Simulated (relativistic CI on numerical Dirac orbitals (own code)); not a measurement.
# Line list: Electric-dipole lines, Ba²⁺

These numbers are calculated, not measured: Dirac-Coulomb-Breit CI, separate exchange-only KLI orbitals for each configuration, model QED, valence Slater integrals scaled by 0.85, configuration energies shifted to the measured levels that pair with them (semi-empirical) (own radial code, finite nucleus).

CI space (outside the closed core [Kr] 4d10): 5s2 5p6, 5s2 5p5 5d, 5s2 5p5 6s, 5s2 5p5 4f, 5s2 5p5 6p, 5s2 5p4 5d2, 5s2 5p5 5f, 5s2 5p4 4f2, 5s 5p6 5d, 5s2 5p5 7s, 5s2 5p5 6d, 5s2 5p5 7p, 5s2 5p4 5f2, 5s 5p6 5f, 5s2 5p5 7d, 5s2 5p5 5g, 5s2 5p5 6f, 5s2 5p4 4f 5d, 5s2 5p5 7f, 5p6 5d2, 5s 5p6 6p, 5s2 5p4 5d 5f, 5p6 4f2, 5s2 5p4 4f 5f, 5s 5p6 6s, 5s2 5p4 5d 6s. Levels of other configurations are missing.

```tsv
λ vac (Å)	Lower	Upper	A (s⁻¹)	E lower (eV)	E upper (eV)
547.30	5s2 5p6 1S_0 [1]	5s2 5p5 5d 1P°_1 [28]	3.12e+10	0.0000	22.6539
586.95	5s2 5p6 1S_0 [1]	5s2 5p5 6s 3P°_1 [18]	1.78e+09	0.0000	21.1234
647.30	5s2 5p6 1S_0 [1]	5s2 5p5 5d 3D°_1 [11]	3.87e+09	0.0000	19.1541
652.68	5s2 5p6 1S_0 [1]	5s2 5p5 6s 1P°_1 [10]	2.12e+08	0.0000	18.9961
743.52	5s2 5p6 1S_0 [1]	5s2 5p5 5d 3P°_1 [3]	1.26e+07	0.0000	16.6753
1553.2	5s2 5p5 5d 3P°_0 [2]	5s2 5p5 6p 3D_1 [36]	1.02e+07	16.4599	24.4422
1596.3	5s2 5p5 5d 3P°_1 [3]	5s2 5p5 6p 3D_1 [36]	1.76e+07	16.6753	24.4422
1602.7	5s2 5p5 5d 3P°_2 [4]	5s2 5p5 6p 3P_1 [37]	1.74e+07	17.0805	24.8164
1684.2	5s2 5p5 5d 3P°_2 [4]	5s2 5p5 6p 3D_1 [36]	8.46e+05	17.0805	24.4422
1998.5	5s2 5p5 5d 3P°_0 [2]	5s2 5p5 6p 1P_1 [29]	6.34e+06	16.4599	22.6636
2009.0	5s2 5p5 5d 3P°_1 [3]	5s2 5p5 6p 3P_2 [30]	1.47e+07	16.6753	22.8467
2070.5	5s2 5p5 5d 3P°_1 [3]	5s2 5p5 6p 1P_1 [29]	6.76e+06	16.6753	22.6636
2150.2	5s2 5p5 5d 3P°_2 [4]	5s2 5p5 6p 3P_2 [30]	4.09e+07	17.0805	22.8467
2220.7	5s2 5p5 5d 3P°_2 [4]	5s2 5p5 6p 1P_1 [29]	3.52e+07	17.0805	22.6636
2244.3	5s2 5p5 5d 3P°_0 [2]	5s2 5p5 6p 3S_1 [23]	8.56e+07	16.4599	21.9842
2281.1	5s2 5p5 5d 3P°_2 [4]	5s2 5p5 6p 3D_3 [26]	7.16e+07	17.0805	22.5159
2307.6	5s2 5p5 5d 3F°_3 [6]	5s2 5p5 6p 3P_2 [30]	3.83e+06	17.4738	22.8467
2335.4	5s2 5p5 5d 3P°_1 [3]	5s2 5p5 6p 3S_1 [23]	1.83e+08	16.6753	21.9842
2357.5	5s2 5p5 5d 3F°_4 [5]	5s2 5p5 6p 3D_3 [26]	3.16e+08	17.2567	22.5159
2459.0	5s2 5p5 5d 3F°_3 [6]	5s2 5p5 6p 3D_3 [26]	3.78e+07	17.4738	22.5159
2528.4	5s2 5p5 5d 3P°_2 [4]	5s2 5p5 6p 3S_1 [23]	2.10e+08	17.0805	21.9842
2682.9	5s2 5p5 5d 3D°_3 [8]	5s2 5p5 6p 3P_2 [30]	1.88e+08	18.2254	22.8467
3351.1	5s2 5p5 6s 3P°_2 [9]	5s2 5p5 6p 3D_3 [26]	2.18e+08	18.8160	22.5159
```

Terms are leading LS components. Brackets give the number of a level in order of energy, since labels repeat. The list gives strong lines, with weight on those to low levels, without configurations that were not tied to measured data, without lines whose two gauges differ by over a factor of 2.5, among the lowest 152 of 1580 levels, so that lines to higher ones, which can be the strongest, are missing, and without lines across small gaps between configurations, and without 28 lines that miss the measured interval by over 3.5 %, start from a term whose rates miss tabulated ones by over 60 %, have gauges far apart or, lacking measured levels, span too small a gap for the errors found; lines with a level outside our table were not tested and can miss by more. Levels whose partners in the same complex of configurations lie outside the list can be far off, and so can their lines. Rates are taken at the computed energies, electric ones in the length gauge.

Configurations whose levels could be paired with our table of measured levels were shifted onto them, all but the ground configuration, by the median error of their levels; single terms can still be off by 1,000 to 2,000 cm⁻¹ or more, and rates follow the energies as ν³ (E1, M1) or ν⁵ (E2). The others borrow a shift and can be off by several thousand cm⁻¹ or more. The fine structure of a lone outer electron comes out too small, for d and f at times inverted, and misplaced configurations move strength between like terms. 21 of the 37 excited levels that our extract of the measured tables holds in this range could be paired (the sources list more); they are missed by 353 cm⁻¹ on average and 2689 at most, after the shifts were fitted to these levels, and levels without a partner can miss by more.

LS names give the leading component of a level, which can be under half, so a name can repeat, a term be missing and a line seem to break the LS rules.
